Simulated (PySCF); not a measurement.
WO2Cl2, SMILES [O]=[W](=[O])([Cl])[Cl], multiplicity 1. Atoms are numbered in the order given.

```xyz
5

W      0.0000     0.0000     0.2035
O      0.0000     1.3510     1.2211
O      0.0000    -1.3510     1.2211
Cl    -1.9118     0.0000    -1.0175
Cl     1.9118     0.0000    -1.0175
```

The structure is a stationary point at PBE0-D3(BJ)/def2-SVP. The multiplicity is an assumed one; no other spin state was optimised. The isomer is the one that the SMILES or the coordinates give; other isomers of the formula were not compared. The def2 effective core potentials stand for the cores of W; spin–orbit coupling is left out.

Level of theory: PBE0-D3(BJ)/def2-SVP (PySCF 2.14.0).

Frequencies are harmonic and unscaled.

```json
[
 {"mode": "1", "ν (cm⁻¹)": "111", "IR (km/mol)": "0.8", "moving atoms (share of kinetic energy)": "Cl 85 %, W 14 %"},
 {"mode": "2", "ν (cm⁻¹)": "158", "IR (km/mol)": "5.3", "moving atoms (share of kinetic energy)": "O 43 %, Cl 35 %, W 22 %"},
 {"mode": "3", "ν (cm⁻¹)": "215", "IR (km/mol)": "0.0", "moving atoms (share of kinetic energy)": "O 82 %, Cl 18 %"},
 {"mode": "4", "ν (cm⁻¹)": "226", "IR (km/mol)": "6.3", "moving atoms (share of kinetic energy)": "O 74 %, Cl 19 %"},
 {"mode": "5", "ν (cm⁻¹)": "351", "IR (km/mol)": "0.1", "moving atoms (share of kinetic energy)": "O 76 %, Cl 23 %"},
 {"mode": "6", "ν (cm⁻¹)": "425", "IR (km/mol)": "27.6", "moving atoms (share of kinetic energy)": "Cl 68 %, O 17 %, W 15 %"},
 {"mode": "7", "ν (cm⁻¹)": "432", "IR (km/mol)": "82.8", "moving atoms (share of kinetic energy)": "Cl 70 %, W 27 %"},
 {"mode": "8", "ν (cm⁻¹)": "1030", "IR (km/mol)": "162.6", "moving atoms (share of kinetic energy)": "O 89 %, W 11 %"},
 {"mode": "9", "ν (cm⁻¹)": "1069", "IR (km/mol)": "93.6", "moving atoms (share of kinetic energy)": "O 94 %"}
]
```
